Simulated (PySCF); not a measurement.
**Correlation energy of Al (aluminium, neutral)**

[Ne] 3s1 3p2, high-spin 4P determinant (an excited configuration). Calculation: PySCF 2.14, in x2c-QZVPPall; the spin-free X2C one-electron Hamiltonian (Gaussian nucleus). Frozen: [Ne]; 3 electrons correlated.

```json
{"level": "CCSD", "correlation energy (mhartree)": "-14.78"}
{"level": "(T)", "correlation energy (mhartree)": "-0.16"}
{"level": "CCSD(T)", "correlation energy (mhartree)": "-14.94"}
```

Diagnostics: T1 = 0.0042, D1 = 0.0095, largest double amplitude 0.071.

Cost of the coupled-cluster step: about 3 core-seconds, for 3 correlated electrons.
